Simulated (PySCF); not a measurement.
B3LYP has the VWN-RPA correlation part, as in Gaussian. Excitations are Tamm–Dancoff values on a coarser integration grid. The basis has no diffuse functions, so Rydberg states are missing or too high.

Z-matrix (Å, degrees):
```
Si
O 1 1.6389
H 2 0.9603 1 115.94
O 1 1.6451 2 107.33 3 -26.87
H 4 0.9603 1 116.24 2 136.85
O 1 1.6463 2 115.81 3 87.86
H 6 0.9605 1 116.43 2 69.08
N 1 1.7002 2 103.61 3 -152.73
H 8 1.0065 1 121.66 2 -177.02
H 8 1.0070 9 111.99 1 152.06
```
Charge 0, multiplicity 1.

**Question.** Estimate the HOMO, total energy, T1 excitation (TDA), HOMO–LUMO gap and S1 excitation (TDA) that B3LYP-D3(BJ)/def2-TZVP in PySCF 2.14.0 returns for this input.

**Answer.** 
The HOMO comes out as -7.30 eV. The total energy is -15600.31 eV, the T1 excitation (TDA) comes out as 6.17 eV and the HOMO–LUMO gap is 7.51 eV. The S1 excitation (TDA) is 6.49 eV.
